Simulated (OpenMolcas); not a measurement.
W³⁺.

| Property | Result |
| --- | --- |
| Program | OpenMolcas |
| Method | CASSCF |
| Basis | ANO-RCC-VQZP [9s8p6d4f3g2h] |
| Scalar Hamiltonian | DKH2, point nucleus |
| Active space | 3 electrons in 5 orbitals (5d) |
| State averaging | 2S+1 = 4 even, 10 roots; 2S+1 = 2 even, 40 roots |
| Spin-orbit coupling | RASSI with atomic mean-field integrals over the reference wave functions, term energies averaged over their components |

Levels without dynamic correlation, in cm-1 above 5d3 4F 3/2:

| Level | E |
| --- | --- |
| 5d3 2G 7/2 | 17926 |
| 5d3 2D 5/2(1) | 27597 |
| 5d3 2F 7/2 | 34922 |
| 5d3 2D 5/2(2) | 52487 |

On this reference, MS-CASPT2, IPEA 0.25 Eh, imaginary shift 0.1 Eh (closed shells correlated: 5s 5p) puts 5d3 2G 7/2 at 15760 cm-1.

Estimate the other levels at that method by one scale factor, and say how well it serves.

The factor is 15760 / 17926 = 0.879. Scaled values beside those that MS-CASPT2 gives and measured ones (the list in J. Phys. B 45, 035001 (2012)):
```csv
Level,Scaled,MS-CASPT2,Miss (%),Measured
5d3 2D 5/2(1),24258,24330,-0.3,22766
5d3 2F 7/2,30696,30080,+2.0,28412
5d3 2D 5/2(2),46136,45770,+0.8,43287
```
For these levels the scaled values miss MS-CASPT2 by up to 2.0 %, so one factor serves here. This holds within one configuration; levels of others move differently, and the target method has errors of its own against measurement.

Term energies are means over components that CASPT2 splits; among the terms shown or strongly mixed into the levels shown the widest spread is 510 cm-1 (5d3 4F, MS-CASPT2). Without dynamic correlation excited terms often stand tens of per cent too high (terms of higher spin than the ground term too low), and those without a measured partner can miss by more than the paired ones (holds for CASSCF). Computed and measured levels are paired by configuration, term and J; levels that our copy of the source lacks, or whose pairing is in doubt (as where it misses far off the trend of its configuration), stay unpaired and out of the deviations. Levels of configurations outside the active space are missing.

A number in round brackets counts repeated terms of one configuration in the order of the reference energies.
